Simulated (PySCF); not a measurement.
Excitations are Tamm–Dancoff values on a coarser integration grid. The basis has no diffuse functions, so Rydberg states are missing or too high.

# H$_{3}$BO$_{3}$, SMILES `OB(O)O` (charge 0, multiplicity 1)

These are PBE-D3(BJ)/def2-TZVP // CAM-B3LYP-D3(BJ)/def2-TZVP (PySCF) values and carry that method's errors.

```json
{
 "HOMO": "-7.42 eV",
 "dipole_moment": "2.92 D",
 "LUMO": "-0.70 eV",
 "HOMO–LUMO gap": "6.72 eV",
 "S1 excitation (TDA)": "6.77 eV",
 "S1 oscillator strength": "0.001",
 "T1 excitation (TDA)": "6.63 eV",
 "S1–T1 gap (TDA)": "0.14 eV",
 "total_energy": "-252.3212 Ha",
 "cost": "about 40 core-seconds (a rough figure)"
}
```

```xyz
7

O     -0.2267     1.1463     0.1410
B     -0.0962    -0.2124    -0.0239
O     -1.2249    -0.9586    -0.1433
O      1.0910    -0.8840    -0.0776
H      0.5840     1.6502     0.2247
H     -2.0233    -0.4270    -0.0985
H      1.8833    -0.3524     0.0069
```
